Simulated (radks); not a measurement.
Q: Species: He I. Configuration: 1s1 2p1 (not the ground configuration). Method: scalar-relativistic Kohn-Sham, LDA (Slater exchange, Perdew-Zunger correlation), spin-polarised, spherical densities, finite nucleus; open shells are filled with parallel spins first; Gaussian nuclear charge, rms radius 1.6755 fm; computed with a radial shooting solver on a logarithmic mesh with Libxc functionals. Some entries of the table are withheld. Estimate them.

orbital  occ.  eigenvalue (Ry)  <1/r> (bohr^-1)
1s up       1         -2.48579            1.945
2s up       0              (1)           0.3227
2p up       1              (2)           0.2848

A: 
(1) 2s up eigenvalue (Ry): -0.21062
(2) 2p up eigenvalue (Ry): -0.13106
